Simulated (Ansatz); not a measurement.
Cl2Si, triplet, at a GFN2-xTB geometry (the spin is typed, not shown lowest); Ansatz (a first-principles code) with B97M-V/cc-pVDZ.

The Ansatz input:
Ansatz 0.2 input:
```yaml
crystal:
  periodic: [false, false, false]
  atoms:
    - {symbol: Si, position_ang: [0.00116356, 0.00485476, 0.75153490]}
    - {symbol: Cl, position_ang: [1.13018859, 1.35003223, -0.31993995]}
    - {symbol: Cl, position_ang: [-1.13114682, -1.35403027, -0.29897114]}
basis:
  gaussian:
    orbitals: cc-pVDZ
hamiltonian:
  xc: {name: B97M-V}
magnetization: {spin_polarized: true, initial_magnetization: 2}
```

### Question
Write the output that Ansatz gives for this input, abridged.

### Answer

```
Functional definition: B97M-V
573 factors; integrals over basis functions are off by at most 7.5e-4 eV
mean field evaluation 1: about -32913.7119 eV, gradient 7.8e0 eV
mean field evaluation 2: about -32913.7174 eV, gradient 8.0e0 eV
mean field evaluation 4: about -32914.1105 eV, gradient 4.1e-1 eV
mean field evaluation 8: about -32914.1182 eV, gradient 1.2e-2 eV
mean field -32914.11819146 eV, -1209.5715335456 hartree, gradient 4.2e-5 eV, S^2 2.003166; 0 other end points of the search recorded, 0 dependent functions left out
reference -32914.11822973 eV, -1209.5715349518 hartree; 25, 23 occupied and 29, 31 virtual orbitals, 573 factors
Total energy: -32914.11822973 eV, -1209.5715349518 hartree
```
